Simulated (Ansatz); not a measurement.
Level of theory: frozen-core CCSD(T)/def2-TZVPP // B3LYP-D3(BJ)/def2-TZVP (Ansatz, a program for electronic structure).

Ansatz 0.2 input:
```yaml
crystal:
  periodic: [false, false, false]
  atoms:
    - { symbol: F, position_ang: [-0.671916, 1.289972, 0.063218] }
    - { symbol: C, position_ang: [-0.428943, -0.025755, -0.04738] }
    - { symbol: F, position_ang: [-1.300549, -0.53754, -0.926795] }
    - { symbol: F, position_ang: [-0.680765, -0.569386, 1.15406] }
    - { symbol: S, position_ang: [1.248025, -0.3835, -0.643558] }
    - { symbol: H, position_ang: [1.834147, 0.226211, 0.400454] }
basis:
  gaussian: { orbitals: def2-TZVPP }
correlation:
  method: ccsd_t
```

Output:

```
Functional definition: HF
1152 factors; integrals over basis functions are off by at most 8.8e-4 eV
mean field evaluation 1: about -19981.4807 eV, gradient 4.5e1 eV
mean field evaluation 2: about -19981.6932 eV, gradient 4.5e1 eV
mean field evaluation 4: about -19985.5036 eV, gradient 3.4e0 eV
mean field evaluation 8: about -19985.5654 eV, gradient 2.3e-1 eV
mean field evaluation 16: about -19983.9695 eV, gradient 3.0e1 eV
mean field -19985.56571824 eV, -734.4559934422 hartree, gradient 7.5e-6 eV, S^2 0.000000; 0 other end points of the search recorded, 0 dependent functions left out
9 core orbitals not correlated
reference -19985.56571824 eV, -734.4559934422 hartree; 16, 16 occupied and 155, 155 virtual orbitals, 1152 factors
second order -29.33200639 eV of doubles, -0.00000000 eV of singles
cycle   1  -29.11513843 eV  change    2.2e-1 eV  update   1.1e-1
cycle   2  -29.74183917 eV  change   -6.3e-1 eV  update   3.2e-2
cycle   3  -29.87889595 eV  change   -1.4e-1 eV  update   1.5e-2
cycle   4  -29.85999646 eV  change    1.9e-2 eV  update   3.3e-3
cycle   5  -29.85805366 eV  change    1.9e-3 eV  update   1.4e-3
cycle   6  -29.85898093 eV  change   -9.3e-4 eV  update   4.1e-4
cycle   7  -29.85873309 eV  change    2.5e-4 eV  update   1.7e-4
cycle   8  -29.85860138 eV  change    1.3e-4 eV  update   4.4e-5
cycle   9  -29.85861916 eV  change   -1.8e-5 eV  update   1.6e-5
perturbative correction -1.04538599 eV, -0.0384172265 hartree
Total energy: -20016.46972338 eV, -735.5916946839 hartree
```

Cost: around 70 core-seconds (rough).
